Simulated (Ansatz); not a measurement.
## Molecular dynamics of C2H7BO

Input file:

```yaml
crystal:
  periodic: [false, false, false]
  atoms:
    - { symbol: B, position_ang: [-0.062132, -0.175929, -0.070442] }
    - { symbol: C, position_ang: [0.049367, -0.072363, 1.505384] }
    - { symbol: H, position_ang: [-0.767948, -0.614231, 1.997587] }
    - { symbol: H, position_ang: [0.995405, -0.438026, 1.925231] }
    - { symbol: H, position_ang: [-0.061688, 0.976476, 1.814591] }
    - { symbol: O, position_ang: [1.017576, -0.502892, -0.838424] }
    - { symbol: H, position_ang: [1.79929, -0.667438, -0.295818] }
    - { symbol: C, position_ang: [-1.415826, 0.094218, -0.829584] }
    - { symbol: H, position_ang: [-2.123045, -0.72407, -0.630312] }
    - { symbol: H, position_ang: [-1.909013, 1.007685, -0.473207] }
    - { symbol: H, position_ang: [-1.285087, 0.164671, -1.914106] }
basis:
  gaussian: { orbitals: "6-31G*" }
hamiltonian:
  xc: pbe0
  dispersion: d4
md:
  timestep: 1.0
  n_steps: 150
  ensemble: nve
  temperature: 1000.0
  initial_velocities: maxwell_boltzmann
  seed: 613887
```

Command:

```bash
$ ansatz run input.yaml --threads 1 --pin off --max-ram 2048MiB --backend cpu --events-out ev --progress --plain --runs-dir out
```

It starts from a relaxed structure.

Output, in part (step lines, the closing report, with atoms numbered from 0):

```
md step     0: t =     0.00 fs  T =  1000.0 K  F+E_penalty+E_count = -4907.50791781 eV  E_kin = 1.163340 eV  conserved = -4906.34457782 eV  (22 SCF iters)
[... lines left out ...]
Total energy: -4906.85899320 eV, -180.3237420115 hartree
Atom 0 at    -0.062623    -0.212177    -0.026172 Å, force     0.109063    -0.922139    -1.030379 eV/Å
Atom 1 at     0.043386    -0.089042     1.515834 Å, force    -3.108431     0.308517     0.210326 eV/Å
Atom 2 at     0.762349     0.713812     1.714339 Å, force    -0.318805     0.024185     0.836322 eV/Å
Atom 3 at    -1.114311     0.110291     1.810651 Å, force     2.941420     0.222819    -0.064024 eV/Å
Atom 4 at     0.262309    -1.024159     2.028207 Å, force     0.529766    -0.069913     0.076635 eV/Å
Atom 5 at     1.014919    -0.295250    -0.870047 Å, force     0.391315     0.579958     0.766760 eV/Å
Atom 6 at     1.777727    -0.049753    -0.328507 Å, force     0.445737    -0.383406    -0.271245 eV/Å
Atom 7 at    -1.386583    -0.131708    -0.803597 Å, force    -1.455226     0.290037    -2.002896 eV/Å
Atom 8 at    -2.228434    -0.846182    -0.742684 Å, force     0.517837    -0.075388     0.545995 eV/Å
Atom 9 at    -1.850553     0.831900    -0.560523 Å, force    -0.098402     0.190945     0.217521 eV/Å
Atom 10 at    -1.190921    -0.046998    -1.904520 Å, force     0.045728    -0.165615     0.714986 eV/Å
Dipole moment:     0.139527     0.092078     0.269613 e Å
```

The steps, from the saved trajectory:

```csv
time (fs),T (K),potential energy less start (eV),conserved less start (meV/atom)
0,1000,0.000,0.00
5,632,0.443,1.36
10,596,0.485,1.34
15,546,0.542,1.23
20,348,0.795,3.24
25,422,0.704,2.82
30,291,0.865,3.57
35,501,0.623,3.87
40,473,0.647,3.03
45,530,0.572,2.20
50,540,0.557,1.93
55,608,0.462,0.60
60,573,0.511,1.32
65,629,0.443,1.01
70,648,0.420,0.98
75,611,0.473,1.85
80,652,0.418,1.20
85,501,0.609,2.56
90,457,0.667,3.25
95,314,0.836,3.42
100,370,0.770,3.44
105,332,0.814,3.34
110,574,0.515,1.75
115,577,0.516,2.22
120,735,0.319,0.92
125,567,0.516,1.16
130,505,0.591,1.37
135,703,0.354,0.77
140,530,0.566,1.67
145,612,0.457,0.56
150,461,0.649,2.04
```

The run went to its last step. The conserved energy stayed within 4.1 meV per atom of its start (net change 2 meV per atom), so there is no drift, though single steps change it by up to 30 meV in the whole system, a sign of fast motions only just resolved. Over the second half the temperature averaged 0.52 of the 1000 K drawn at the start: a run that starts near a minimum puts about half its kinetic energy into the potential. A run of 0.15 ps of so small a system gives no equilibrium averages.

The same pairs are bonded in the first frame and the last. Pairs count as bonded within 1.25 times the sum of covalent radii (0.12 Å more for H–H).

Last frame:

```xyz
11
Properties=species:S:1:pos:R:3
B -0.063 -0.212 -0.026
C 0.043 -0.089 1.516
H 0.762 0.714 1.714
H -1.114 0.110 1.811
H 0.262 -1.024 2.028
O 1.015 -0.295 -0.870
H 1.778 -0.050 -0.329
C -1.387 -0.132 -0.804
H -2.228 -0.846 -0.743
H -1.851 0.832 -0.560
H -1.191 -0.047 -1.905
```

Run time: 5.5 min on 1 thread of Arm Neoverse V2, on a shared host, peak memory 0.14 GiB.
